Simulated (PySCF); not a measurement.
Electron correlation in Rb²⁺ (rubidium, charge +2)

[Ar] 3d10 4s2 4p5, 2P determinant. Calculation: PySCF 2.14, in jorge-DZP-DKH (8s6p2d, 36 functions); scalar relativity by spin-free X2C-1e. Frozen: [Ar] 3d10 4s2; 5 electrons correlated.

Total MP2 correlation energy: -42.67 mhartree.

Same-spin part -13.20 and opposite-spin part -29.47 mhartree; SCS-MP2 scales them by 1/3 and 6/5 to -39.77 mhartree.

| level | correlation energy (mhartree) |
| --- | --- |
| CCSD | -49.49 |
| (T) | -0.02 |
| CCSD(T) | -49.51 |

Diagnostics: T1 = 0.00029, D1 = 0.0005, largest double amplitude 0.034.

Question: Is a single reference adequate?

Answer: Yes, within this model without spin-orbit coupling: T1 lies below 0.03 and no double amplitude reaches 0.07.
